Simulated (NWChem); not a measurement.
AlGeH3Cl2; SMILES [Cl][Al]([Cl])[GeH3]

Results from NWChem. Structure relaxed at the PBE0/def2-SVP level. Level SCAN/def2-SVP: energy and gradient on several grids; changes count from the extra-fine grid, which is no exact limit either.

```tsv
grid	size of the energy change (μHa)	largest change of a gradient component (μHa/bohr)
xcoarse	80000	7000
coarse	9000	1000
medium	2000	200
fine	200	90
xfine	< 10	< 30
```
